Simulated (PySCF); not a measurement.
## 6-hepten-3-ol, C7H14O

Geometry (Å), atoms numbered from 1 in this order:
```xyz
22

C     3.8333   -0.3605    0.1789
C     2.7947    0.4709    0.0848
C     1.5653    0.2277   -0.7301
C     0.2899    0.1865    0.1076
C    -0.9609   -0.1023   -0.7149
O    -0.8314   -1.3052   -1.4436
C    -2.2270   -0.1007    0.1363
C    -3.4926   -0.3289   -0.6724
H     4.7024   -0.1263    0.7993
H     3.8533   -1.3085   -0.3693
H     2.8178    1.4102    0.6545
H     1.4619    1.0289   -1.4854
H     1.6569   -0.7144   -1.2921
H     0.3895   -0.5892    0.8903
H     0.1565    1.1411    0.6455
H    -1.0592    0.6813   -1.4884
H    -0.7431   -2.0215   -0.8033
H    -2.1238   -0.8854    0.9100
H    -2.2858    0.8541    0.6858
H    -3.6593    0.4925   -1.3874
H    -4.3807   -0.3976   -0.0269
H    -3.4131   -1.2581   -1.2551
```

Method used: PySCF, quadratic response CAM-B3LYP/aug-cc-pVDZ first hyperpolarisability, Taylor convention, gas phase. Geometry: PBE0-D3(BJ)/def2-SVP.

Task: Give the tensor of the second harmonic β(−2ω;ω,ω) at 1907 nm in the axes of these coordinates.

Result: In au, Taylor convention; rows are the first index (the induced dipole):
```
       xx     yy     zz    xy     xz     yz
x  -101.5   -8.4   -5.1  -0.4  -22.4   +3.6
y    -0.1   -8.7   -5.0  -8.3   +3.5  -24.3
z   -22.7  -24.3  -58.0  +3.6   -4.9   -5.1
```
Norm of βᵢ = ⅓ Σⱼ (βᵢⱼⱼ + βⱼᵢⱼ + βⱼⱼᵢ): 156.2 au, hyper-Rayleigh value 59.4 au.
